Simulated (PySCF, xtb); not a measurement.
C5H4F2O, SMILES C#C[C@@H]1COC1(F)F.

xtb 6.7.1 with GFN2-xTB at its own geometry gives an orbital gap of 6.60 eV and a dipole moment of 4.05 D.

The structure is a stationary point at B3LYP-D3(BJ)/def2-SVP. The structure was generated by enumeration; whether it is a known compound was not checked.

Q: What does CAM-B3LYP/def2-TZVP (PySCF) give? (An estimate is asked for; the answer gives what the named calculation found.)

A: gap 10.97 eV (levels -9.66 and 1.31 eV), dipole 3.14 D.
